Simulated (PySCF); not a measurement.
Job file and geometry (Å, from GFN2-xTB) of an NMR shielding run on SMILES [SiH2](C#N)C[C@@H](F)[SiH2]N, C3H9FN2Si2, GIAO PBE0/pcSseg-1 NMR shielding, non-relativistic, gas phase in PySCF; density fitting, a coarse starting grid and PySCF grid level 2 are the driver's defaults:

```
$ OMP_NUM_THREADS=1 python probes_run.py task.json out

{"job": {"kind": "nmr", "xc": "PBE0", "basis": "pcSseg-1"}, "charge": 0, "multiplicity": 1}
N      3.938899    -1.004169     0.987489
C      3.267865    -0.171170     0.576589
Si     2.144342     1.165425    -0.095379
C      0.527714     0.268250    -0.557376
C     -0.168866    -0.341769     0.650016
F     -0.377898     0.668500     1.596583
Si    -1.870430    -1.141380     0.258459
N     -2.778603     0.162060    -0.398788
H      2.802902     1.709397    -1.286186
H      1.970856     2.153308     0.966465
H      0.722495    -0.535586    -1.268402
H     -0.158548     0.963217    -1.044006
H      0.500014    -1.053533     1.146386
H     -1.714874    -2.131850    -0.804456
H     -2.362032    -1.747407     1.501108
H     -2.735537     1.054813     0.069608
H     -3.715296    -0.006076    -0.728182
```

Problem. What does the program print?

Solution. 
```
coarse grid: 15296 points
cycle   1  E = -907.2673033825  dE =  6.276e-01  |g| = 6.778e-01  |ddm| = 3.692e+00
cycle   2  E = -907.1232214965  dE =  1.441e-01  |g| = 1.088e+00  |ddm| = 1.286e+00
cycle   3  E = -907.3509920645  dE = -2.278e-01  |g| = 2.302e-01  |ddm| = 8.255e-01
cycle   4  E = -907.3612937302  dE = -1.030e-02  |g| = 7.286e-02  |ddm| = 1.579e-01
cycle   5  E = -907.3623455841  dE = -1.052e-03  |g| = 1.656e-02  |ddm| = 5.466e-02
cycle   6  E = -907.3624020446  dE = -5.646e-05  |g| = 4.480e-03  |ddm| = 1.619e-02
cycle   7  E = -907.3624064447  dE = -4.400e-06  |g| = 1.284e-03  |ddm| = 4.589e-03
final grid: 139416 points
cycle   8  E = -907.4106578372  dE = -2.570e-05  |g| = 9.881e-03  |ddm| = 2.373e-02
cycle   9  E = -907.4106375659  dE =  2.027e-05  |g| = 1.420e-02  |ddm| = 1.868e-02
cycle  10  E = -907.4106788474  dE = -4.128e-05  |g| = 1.007e-03  |ddm| = 1.060e-02
cycle  11  E = -907.4106789858  dE = -1.384e-07  |g| = 5.072e-04  |ddm| = 9.821e-04
cycle  12  E = -907.4106790304  dE = -4.453e-08  |g| = 2.154e-04  |ddm| = 3.703e-04
cycle  13  E = -907.4106790394  dE = -9.066e-09  |g| = 4.616e-05  |ddm| = 1.398e-04
cycle  14  E = -907.4106790399  dE = -4.120e-10  |g| = 1.065e-05  |ddm| = 4.544e-05
converged SCF energy = -907.4106790399

GIAO shielding tensors (ppm)
atom      isotropic    diamagn.    paramagn.     s11        s22        s33       span
  0 N      -97.797     337.534    -435.331   -302.474   -293.101    302.184    604.658
  1 C       63.060     262.701    -199.641    -51.956    -46.890    288.025    339.982
  2 Si     419.772     878.978    -459.206    394.498    408.563    456.254     61.756
  3 C      168.280     255.265     -86.985    150.101    170.731    184.009     33.908
  4 C       98.635     251.226    -152.591     56.096     77.079    162.731    106.634
  5 F      423.250     477.791     -54.541    379.083    399.399    491.267    112.183
  6 Si     384.531     880.290    -495.759    356.772    376.561    420.260     63.489
  7 N      269.948     316.522     -46.574    238.805    262.324    308.713     69.908
  8 H       27.237      27.059       0.177     23.368     25.452     32.891      9.523
  9 H       27.084      28.064      -0.980     23.712     25.816     31.724      8.012
 10 H       30.654      33.471      -2.818     25.446     29.501     37.013     11.567
 11 H       29.571      33.468      -3.897     24.060     29.881     34.771     10.712
 12 H       26.538      34.410      -7.872     24.406     26.205     29.003      4.597
 13 H       27.081      30.047      -2.966     24.517     24.732     31.993      7.476
 14 H       26.489      29.270      -2.782     22.770     24.484     32.212      9.442
 15 H       31.362      32.349      -0.987     23.073     29.504     41.510     18.437
 16 H       31.573      28.493       3.080     23.680     26.550     44.488     20.808
```

Problem. Turn these shieldings into chemical shifts. Chemical shifts δ = σref − σ; ¹⁵N (σ = 267.73 ppm) against NH3; TMS for ¹³C (σ = 186.93 ppm) and ²⁹Si (σ = 349.16 ppm) and ¹H (σ = 31.72 ppm); ¹⁹F (σ = 170.95 ppm) against CFCl3, all at this level.

Solution. Averaging equivalent atoms: N 0: 365.5; N 7: -2.2; C 1: 123.9; C 4: 88.3; C 3: 18.6; Si 6: -35.4; Si 2: -70.6; F 5: -252.3; H 14: 5.23; H 12: 5.18; H 13: 4.64; H 9: 4.63; H 8: 4.48; H 11: 2.15; H 10: 1.06; H 15/16: 0.25 ppm. Unscaled 19F shifts against computed CFCl3 carry errors that often reach 10 to 50 ppm. Experimental scales use liquid or dissolved standards, which lie at an offset from isolated NH3 (liquid NH3: subtract about 20 ppm). Unscaled 15N shifts of sp2 nitrogen come out 20 to 40 ppm too high even then.

Size and cost of the density-fitted run: 195 basis functions, 74 s wall time on 1 thread of an Arm Neoverse N1, shared host; peak memory 0.86 GiB.
